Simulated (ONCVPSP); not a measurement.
**Which change was made? (Ne, ONCV)**

```json
{
 "Element": "Ne (Z = 10)",
 "Generator": "ONCVPSP 4.0.1",
 "Type": "optimised norm-conserving Vanderbilt (ONCV)",
 "Functional": "PBE",
 "Relativity": "non-relativistic",
 "Frozen core": "[He]",
 "Valence charge": "8",
 "Reference configuration": "2s2 2p5.5 (charge +0.5)",
 "Partial waves": "2s: rc 0.50 bohr, ncon 3, nbas 8, qcut 10.9 1/bohr, local; 2p: rc 1.30 bohr, ncon 4, nbas 8, qcut 13.2 1/bohr, 2 projectors, debl 2.9 Ha; d scattering state at 0.06 Ha: rc 1.25 bohr, ncon 4, nbas 7, qcut 6.5 1/bohr, 1 projector",
 "Local potential": "the s channel",
 "Core correction": "Teter function, fcfact 5.5, rcfact 1.35"
}
```

Cutoffs, loose and tight: the cutoffs (Ha) at which the residual kinetic energy of the hardest occupied pseudo-wave falls to 1 and 0.1 mHa per electron. They do not see the model core or the augmentation charge, which bear on the density cutoff. Test errors are all-electron minus pseudo excitation energies from the reference, over the configurations 2s2 2p6; 2s2 2p5; 2s2 2p4; 2s2 2p3; variants that change the core or the reference have their own tests.

The base gives: outcome: generated; cutoff, loose: 102 Ha; cutoff, tight: 353 Ha; bound ghosts: none; GHOST(+) flags above zero: none; largest test error (meV): +582.

(1) After one change the result is: outcome: generated; cutoff, loose: 102 Ha; cutoff, tight: 353 Ha; bound ghosts: none; GHOST(+) flags above zero: none; largest test error (meV): +184. Which change was it?
A. all radii but the core radius scaled by about 0.85 (s 0.42, p 1.10, d 1.06 bohr)
B. p: qcut 8.1
C. s: qcut 13.2; p: qcut 16; d: qcut 7.9
D. p: rc 0.9

## Answers

(1) D. The others give: p: qcut 8.1 → outcome: generated; cutoff, loose: 102 Ha; cutoff, tight: 353 Ha; bound ghosts: none; GHOST(+) flags above zero: none; largest test error (meV): +1399 | all radii but the core radius scaled by about 0.85 (s 0.42, p 1.10, d 1.06 bohr) → outcome: generated; cutoff, loose: 1131 Ha; cutoff, tight: 1336 Ha; bound ghosts: none; GHOST(+) flags above zero: none; largest test error (meV): +356 | s: qcut 13.2; p: qcut 16; d: qcut 7.9 → outcome: generated; cutoff, loose: 72 Ha; cutoff, tight: 197 Ha; bound ghosts: none; GHOST(+) flags above zero: none; largest test error (meV): +376.
